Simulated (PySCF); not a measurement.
# Relaxation of singlet IF₄⁺

These are results of PBE0 in PySCF with I def2-TZVP with ECP28, F def2-TZVP; scalar-relativistic core potentials, no spin–orbit coupling; density-fitted integrals, not measurements. A (50,194) grid was used.

A hand-made tetrahedral start, of Td symmetry, held to at least that symmetry:

```xyz
5
charge 1 multiplicity 1, angstrom
I     0.0000    0.0000    0.0000
F     1.5763   -0.0001    1.1146
F    -1.5763    0.0000    1.1146
F     0.0000    1.5763   -1.1146
F     0.0000   -1.5763   -1.1147
```

**Question.** What does it relax to?

**Answer.** It ends at Td with I–F 1.870 Å (×4); F–I–F 109.5° (×6) (after a last refinement on a finer grid). A frequency run shows 3 imaginary modes (one degenerate set), down to 176i cm⁻¹, so it is a higher-order saddle point. Other isomers or separated fragments may lie lower.

**Question.** How much energy is released, and in how many steps?

**Answer.** 18.9 kJ/mol in 3 steps.
